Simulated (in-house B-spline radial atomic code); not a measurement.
Successive ionisation energies of vanadium; each step leads to the configuration of the next row (after the last: bare). Dirac energy differences include first-order Breit, QED and recoil terms. NIST's values go from ground level to ground level; the uncertainty of those that are theory runs from under 0.1 % in few-electron ions to several per cent in heavy many-electron ones. Computed with a B-spline radial code for spherical atoms: Dirac-Hartree-Fock, jj configuration that fills j = l - 1/2 first, finite nuclei.

A number in brackets counts the electrons of a j subshell.

```json
{"ion": "V17+", "configuration": "[He] 2s2 2p1/2(2)", "ionisation energy (eV)": "1254.9", "tabulated value (eV)": "1258.9", "tabulated kind": "semi-empirical", "computed minus tabulated (eV)": "-4", "highest orbital": "2p1/2", "largest mean radius (bohr)": "0.28483"}
{"ion": "V18+", "configuration": "[He] 2s2 2p1/2(1)", "ionisation energy (eV)": "1355.8", "tabulated value (eV)": "1354.2", "tabulated kind": "semi-empirical", "computed minus tabulated (eV)": "2", "highest orbital": "2p1/2", "largest mean radius (bohr)": "0.2808"}
{"ion": "V19+", "configuration": "[He] 2s2", "ionisation energy (eV)": "1480.2", "tabulated value (eV)": "1486.7", "tabulated kind": "semi-empirical", "computed minus tabulated (eV)": "-7", "highest orbital": "2s1/2", "largest mean radius (bohr)": "0.27686"}
{"ion": "V20+", "configuration": "[He] 2s1", "ionisation energy (eV)": "1569.5", "tabulated value (eV)": "1569.656", "tabulated kind": "tabulated theory", "computed minus tabulated (eV)": "0", "highest orbital": "2s1/2", "largest mean radius (bohr)": "0.27326"}
{"ion": "V21+", "configuration": "1s2", "ionisation energy (eV)": "6849.8", "tabulated value (eV)": "6851.311", "tabulated kind": "tabulated theory", "computed minus tabulated (eV)": "-1", "highest orbital": "1s1/2", "largest mean radius (bohr)": "0.065687"}
{"ion": "V22+", "configuration": "1s1", "ionisation energy (eV)": "7246.1", "tabulated value (eV)": "7246.126", "tabulated kind": "tabulated theory", "computed minus tabulated (eV)": "0", "highest orbital": "1s1/2", "largest mean radius (bohr)": "0.064601"}
```

Question: Where is the largest jump?

Answer: From V20+ to V21+, by a factor of 4.36 (1569.5 to 6849.8 eV); the highest orbital goes from 2s1/2 to 1s1/2.

Question: How far is this level of theory from the measured and semi-empirical values?

Answer: Over those 3 rows the differences run from -6.53 to +1.59 eV (mean absolute value 4 eV). The calculation leaves out correlation and, in open shells, the multiplet splittings that an average leaves out.
